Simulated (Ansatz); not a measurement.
Mulliken charges of BH$_{5}$SSeSi (`SB[SiH2][SeH]`) from r2SCAN/def2-TZVPP in Ansatz (PBE0-D4/def2-TZVP geometry).

| atom | x (Å) | y (Å) | z (Å) | charge (e) |
| --- | --- | --- | --- | --- |
| S1 | -1.864 | 0.852 | -0.118 | -0.065 |
| B2 | -0.133 | 1.019 | -0.390 | -0.017 |
| Si3 | 1.031 | -0.596 | -0.129 | 0.231 |
| Se4 | -0.121 | -2.445 | 0.575 | -0.206 |
| H5 | -2.254 | 2.115 | -0.376 | 0.107 |
| H6 | 0.320 | 2.074 | -0.718 | 0.024 |
| H7 | 2.146 | -0.281 | 0.807 | -0.071 |
| H8 | 1.628 | -1.025 | -1.423 | -0.067 |
| H9 | -0.665 | -1.760 | 1.756 | 0.064 |

Problem. By hand: the dipole of these point charges (1 e Å = 4.8032 D).

Solution. Σ q r = (-0.151, 0.545, -0.041) e Å, of length 0.567 e Å = 2.72 D.

Problem. How does the dipole of the full density compare? (An estimate is asked.)

Solution. Ansatz gave: (-0.125, 0.436, -0.007) e Å, 2.18 D; the point charges give 1.25 times that, at 3° from its direction.

Point charges leave out the atoms' own dipoles, such as those of lone pairs, and Mulliken's split depends on the basis, so the two needn't agree.
